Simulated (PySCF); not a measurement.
Dissociation curve of SMILES O=[SiH2], singlet. The O1–Si2 bond (O1 also carries nothing else; Si2 carries H, H) is stretched with both fragments frozen at the PBE0/def2-TZVP optimised geometry.

Levels: UHF/6-31G (PySCF); RHF/6-31G (PySCF); UKS-LDA (SVWN5) = unrestricted LDA (SVWN5)/6-31G run with PySCF; RKS-LDA (SVWN5) = restricted LDA (SVWN5)/6-31G (PySCF 2.14.0); UKS-M06-2X = unrestricted M06-2X/6-31G (PySCF); RKS-M06-2X = restricted M06-2X/6-31G in PySCF; UKS-B3LYP = unrestricted B3LYP/6-31G in PySCF; RKS-B3LYP = restricted B3LYP/6-31G (PySCF).

Scanned distances (Å): 1.21, 1.28, 1.36, 1.43, 1.46, 1.52, 1.56, 1.61, 1.68, 1.74, 1.88, 2.04, 2.26, 2.48, 2.74, 3.04, 3.31, 3.67, 4.14, 4.56, 5.32.

**Question.** Where does the unrestricted solution first break spin symmetry (<S²> of 0.01 or more)?

**Answer.** UHF: between 1.46 and 1.52 Å; UKS-LDA (SVWN5): between 2.04 and 2.26 Å; UKS-M06-2X: between 1.74 and 1.88 Å; UKS-B3LYP: between 1.88 and 2.04 Å.

```
R / Å  <S²> UHF  E(RHF) − E(UHF) / kcal/mol  <S²> UKS-LDA (SVWN5)  E(RKS-LDA (SVWN5)) − E(UKS-LDA (SVWN5)) / kcal/mol  <S²> UKS-M06-2X  E(RKS-M06-2X) − E(UKS-M06-2X) / kcal/mol  <S²> UKS-B3LYP  E(RKS-B3LYP) − E(UKS-B3LYP) / kcal/mol
-----  --------  --------------------------  --------------------  --------------------------------------------------  ---------------  ----------------------------------------  --------------  --------------------------------------
1.21       0.00                         0.0                  0.00                                                 0.0             0.00                                       0.0            0.00                                     0.0
1.28       0.00                         0.0                  0.00                                                 0.0             0.00                                       0.0            0.00                                     0.0
1.36       0.00                         0.0                  0.00                                                 0.0             0.00                                       0.0            0.00                                     0.0
1.43       0.00                         0.0                  0.00                                                 0.0             0.00                                       0.0            0.00                                     0.0
1.46       0.00                         0.0                  0.00                                                 0.0             0.00                                       0.0            0.00                                     0.0
1.52       0.07                         0.0                  0.00                                                 0.0             0.00                                       0.0            0.00                                     0.0
1.56       0.30                         1.0                  0.00                                                 0.0             0.00                                       0.0            0.00                                     0.0
1.61       0.47                         3.4                  0.00                                                 0.0             0.00                                       0.0            0.00                                     0.0
1.68       0.63                         8.1                  0.00                                                 0.0             0.00                                       0.0            0.00                                     0.0
1.74       0.73                        12.8                  0.00                                                 0.0             0.00                                       0.0            0.00                                     0.0
1.88       0.89                        24.4                  0.00                                                 0.0             0.19                                       0.7            0.00                                     0.0
2.04       1.13                        35.9                  0.00                                                 0.0             0.51                                       4.1            0.34                                     1.4
2.26       1.52                        48.6                  0.15                                                 0.2             0.94                                      12.6            0.71                                     6.2
2.48       1.76                        58.6                  0.53                                                 2.3             1.35                                      22.8            1.09                                    13.1
2.74       1.89                        66.9                  0.95                                                 6.9             1.68                                      31.5            1.47                                    22.7
3.04       1.96                        73.0                  1.38                                                   —             1.85                                      37.9            1.72                                    31.6
3.31       1.99                        76.3                  1.60                                                   —             1.93                                      42.1            1.84                                    36.8
3.67       2.00                        78.8                  1.75                                                   —             1.97                                      46.2            1.92                                    41.4
4.14       2.01                        80.5                  1.82                                                   —             2.00                                      49.4            1.98                                    45.4
4.56       2.01                        81.1                  1.85                                                   —             2.00                                      50.9            1.99                                    47.8
5.32       2.01                        81.4                  1.87                                                   —             2.00                                      52.0            2.00                                    49.9
```

A dash means that the run gave no value there, or that the column was ended at a point which the program doubted or which failed a test of continuity chosen for this set; such a test can also cut sound points.
